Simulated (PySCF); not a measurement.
**SiMe2(SiMe3)2: computed shieldings and shifts**

SiMe2(SiMe3)2, C8H24Si3, point group C1.

Bonds: Si1-C2, Si1-C6, Si1-Si10, Si1-Si23, Si10-C11, Si10-C12, Si10-C13, Si23-C24, Si23-C25, Si23-C26. C2 carries H3, H4, H5; C6 carries H7, H8, H9; C11 carries H14, H15, H16; C12 carries H17, H18, H19; C13 carries H20, H21, H22; C24 carries H27, H28, H29; C25 carries H30, H31, H32; C26 carries H33, H34, H35.

GIAO calculations in PySCF 2.14 on the PBE0-D3(BJ)/def2-SVP structure: isolated species, non-relativistic, equivalent atoms averaged; basis pcSseg-1.

Problem. Give the isotropic shieldings (ppm) with PBE0, wB97X-D.

Solution. 
| atoms | environment | PBE0 | wB97X-D |
| --- | --- | --- | --- |
| Si10/Si23 | silicon bonded to 3 C, Si | 369.2 | 370.1 |
| Si1 | silicon bonded to 2 C, 2 Si | 404.1 | 403.9 |
| C11/C12/C13/C24/C25/C26 | carbon bonded to Si, 3 H | 185.6 | 185.9 |
| C2/C6 | carbon bonded to Si, 3 H | 191.3 | 191.6 |
| H14/H15/H16/H17/H18/H19/H20/H21/H22/H27/H28/H29/H30/H31/H32/H33/H34/H35 | hydrogen on a carbon bonded to Si | 31.17 | 31.30 |
| H3/H4/H5/H7/H8/H9 | hydrogen on a carbon bonded to Si | 31.18 | 31.33 |
| HOMO–LUMO gap (eV) | – | 7.19 | 10.65 |

Problem. And the chemical shifts, against references computed in the same way?

Solution. 
| atoms | nucleus, reference | PBE0 | wB97X-D |
| --- | --- | --- | --- |
| Si10/Si23 | $^{29}$Si, TMS | -17.2 | -17.2 |
| Si1 | $^{29}$Si, TMS | -52.1 | -51.0 |
| C11/C12/C13/C24/C25/C26 | $^{13}$C, TMS | -1.2 | -1.3 |
| C2/C6 | $^{13}$C, TMS | -6.9 | -7.0 |
| H14/H15/H16/H17/H18/H19/H20/H21/H22/H27/H28/H29/H30/H31/H32/H33/H34/H35 | $^{1}$H, TMS | 0.09 | 0.08 |
| H3/H4/H5/H7/H8/H9 | $^{1}$H, TMS | 0.08 | 0.05 |

Problem. Which part of the shielding of Si10/Si23 depends on the functional?

Solution. Diamagnetic: PBE0 885, wB97X-D 885 ppm; paramagnetic: PBE0 -516, wB97X-D -515 ppm. The diamagnetic part, set mainly by inner electrons, hardly moves; the paramagnetic part goes with low-lying magnetically allowed excitations and carries the spread.
